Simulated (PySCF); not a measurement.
BiF3, SMILES [F][Bi]([F])[F] (connectivity only; charge and spin as stated), charge -1, multiplicity 2.

The structure is a stationary point at B3LYP-D3(BJ)/def2-SVPD. The spin state was assumed, not searched. The isomer is the one that the SMILES or the coordinates give; other isomers of the formula were not compared. The def2 effective core potentials stand for the cores of Bi; spin–orbit coupling is left out.

Calculation: IEF-PCM-ωB97X/def2-SVPD (PySCF).

The values are the electrostatic part of the solvation free energy, E(continuum) − E(gas) at the gas-phase geometry, in a cavity of scaled van der Waals radii (PySCF's table); cavitation and dispersion terms are not included. A continuum can't describe solvent molecules that bind to the metal.

Computed values in water (ε = 78.36), acetonitrile (ε = 35.69), N,N-dimethylformamide (ε = 37.22):
| solvent | ε | ΔG(elec) (kcal/mol) |
|---|---|---|
| water | 78.36 | -56.6 |
| acetonitrile | 35.69 | -55.7 |
| N,N-dimethylformamide | 37.22 | -55.7 |
